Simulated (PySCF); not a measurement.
Predicted microwave data (PySCF 2.14.0, PBE0-D3(BJ)/def2-SVP geometry optimisation, gas phase) for one isomer of C3H7GeN:

* Rotational constants: A = 4167, B = 2417, C = 1657 MHz
* Dipole components: |μa| = 3.75 D, |μb| = 1.76 D, |μc| = 0.08 D
* Inertial defect: -25.45 u·Å²
* κ: -0.39

Task: Which candidate fits, each taken in the one conformer that was computed?
A. `C1=[CH][GeH2][NH]C1`
B. `[CH:1]#[C:2][Ge@@H:3]([CH3:4])[NH2:5]` with C2–Ge3–N5–H 63° and -61°
C. `[CH3:1][CH2:2][GeH2:3][C:4]#[N:5]` with C1–C2–Ge3–C4 58°

Result: C. It is C[CH2][GeH2][C]#N, an asymmetric top, point group C1. The candidates at the same level (rigid rotor, commonest isotopes):

| SMILES | A (MHz) | B (MHz) | C (MHz) | μa (D) | μb (D) | μc (D) | Δ (u·Å²) | point group | rotor |
| --- | --- | --- | --- | --- | --- | --- | --- | --- | --- |
| C#[C][Ge@@H]([CH3])[NH2] | 5001 | 2454 | 1908 | 0.42 | 0.15 | 0.84 | -42.14 | C1 | asymmetric top |
| C1=[CH][GeH2][NH]C1 | 6410 | 3093 | 2174 | 0.81 | 0.29 | 0.60 | -9.73 | near Cs | asymmetric top |
| C[CH2][GeH2][C]#N | 4167 | 2417 | 1657 | 3.75 | 1.76 | 0.08 | -25.45 | C1 | asymmetric top |

`C#[C][Ge@@H]([CH3])[NH2]` has A 20 % too high; `C1=[CH][GeH2][NH]C1` has A 54 % too high. No structure here is proved a minimum.
